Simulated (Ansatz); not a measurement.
A nudged elastic band was laid between two geometries of AlF2H + H3P (8 atoms, charge 0, multiplicity 1).

These are results of RKS PBE/6-31G* (Ansatz 0.2.0), not measurements.

```yaml
movable_images: 5
climbing_image: yes
spring: 5.0 eV/Å²
optimiser: quadratic models (default)
start_path: through a guess of the saddle point
force_threshold: 0.03 eV/Å
iteration_limit: 60
end_points: relaxed
```

Initial state:

```xyz
8
Properties=species:S:1:pos:R:3
Al 0.047 0.002 0.042
H -0.132 0.661 1.470
F 1.551 -0.071 -0.678
F -1.278 -0.323 -0.918
P 0.231 -3.027 1.067
H -0.808 -2.475 0.241
H 1.281 -2.288 0.419
H 0.055 -2.058 2.112
```

Final state:

```xyz
8
Properties=species:S:1:pos:R:3
Al 0.024 -0.771 -0.105
H 0.260 0.510 2.077
F 1.336 0.257 -0.203
F -1.449 -0.173 -0.605
P 0.230 -2.951 0.674
H -0.562 -3.478 -0.403
H 1.473 -3.150 -0.019
H -0.364 0.179 2.340
```

**Question.** Which bonds break or form, and what moves?

**Answer.** Bonds broken: Al1–H2, P5–H8. Bonds formed: Al1–P5, H2–H8. AlF2H + H3P becomes AlF2H2P + H2.

**Question.** What energy profile does the band end with?

**Answer.** The run converged. The highest image is number 3 of 0 to 6, 1.13 eV above the first end and 1.40 eV above the last; the last end lies 0.28 eV below the first. A vibrational analysis at the climbing image gives one clearly imaginary mode, 1185i cm⁻¹: a first-order saddle point. The orbitals stay closed-shell, which can raise the energy where a bond breaks towards radicals; this wasn't checked here.

```tsv
image	path coordinate (Å)	energy (eV)	Al1–H2 (Å)	P5–H8 (Å)	Al1–P5 (Å)
0	0.00	0.00	1.58	1.44	3.20
1	0.60	0.01	1.58	1.44	3.17
2	1.20	0.26	1.60	1.49	2.88
3	1.80	1.13	1.73	1.82	2.53
4	2.55	0.08	2.14	2.39	2.33
5	3.30	-0.25	2.54	3.02	2.32
6	4.06	-0.28	2.54	3.59	2.32
```

**Question.** What is the geometry of the highest image?

**Answer.** 
```xyz
8
Properties=species:S:1:pos:R:3:forces:R:3
Al 0.072 -0.404 0.078 0.00 0.00 0.00
H -0.132 0.160 1.703 0.00 0.00 0.00
F 1.543 0.073 -0.540 0.00 0.00 0.00
F -1.331 -0.222 -0.799 0.00 0.00 0.00
P 0.208 -2.684 1.171 0.00 0.00 0.00
H -0.756 -2.880 0.123 0.00 0.00 0.00
H 1.361 -2.663 0.314 0.00 0.00 0.00
H -0.018 -0.958 1.705 0.00 0.00 0.00
```

**Question.** What are the harmonic wavenumbers there?

**Answer.** 1185i, 119, 137, 187, 261, 369, 395, 497, 531, 748, 933, 953, 1072, 1194, 1546, 1709, 2331, 2359 cm⁻¹.

The band took 34 iterations and roughly 7 core-minutes.

Run time: 7 min on 1 thread of AMD EPYC 7R43 64-Core Processor (Zen 3) (shared host), peak memory 0.15 GiB.
